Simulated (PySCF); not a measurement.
Species: C₂H₂B₂Cl₂F₂.
Numbering: `[CH2:1]=[C:2]([B:3]([F:4])[F:5])[B:6]([Cl:7])[Cl:8]` (hydrogens: H9, H10 on C1)

Level of theory: PBE0-D3(BJ)/def2-SVP geometry optimisation, gas phase in PySCF.

Task: List the bond lengths, angles and torsions at this level.

Result: 
```tsv
bond	length (bohr)	order
C1=C2	2.554	double
C2–B3	2.946	single
B3–F4, B3–F5	2.493	single
C2–B6	2.939	single
B6–Cl7, B6–Cl8	3.314	single
C1–H9	2.071	single
C1–H10	2.071	single
```

Bonds in one row agree within 0.02 bohr and their mean is given. Orders are formal, as drawn. A selection of angles:
```tsv
angle	degrees
C1–C2–B3	116.4
C1–C2–B6	119.6
B3–C2–B6	123.9
C2–B3–F4	120.4
C2–B3–F5	123.2
F4–B3–F5	116.4
C2–B6–Cl7	121.1
Cl7–B6–Cl8	117.4
```

Dihedral angles: C1–C2–B3–F4 -8° (synperiplanar); C1–C2–B6–Cl7 -18° (synperiplanar). The mirror-image conformer, all signs reversed, is as good.

B6 (three-coordinate boron) is planar (angles 121.5°, 121.1° and 117.4°, sum 360.0°, 0.02 Å off the plane of its three neighbours). Of the pairs four or more bonds apart, F4···H10 is among the closest relative to their van der Waals radii: 2.47 Å, 92 % of the sum of Bondi's values. B3 (three-coordinate boron) is planar (angles 123.2°, 120.4° and 116.4°, sum 360.0°, 0.01 Å off the plane of its three neighbours).

Point group: C1 (no symmetry element, even within 0.4 Å). Not checked by PBE0-D3(BJ)/def2-SVP frequencies.
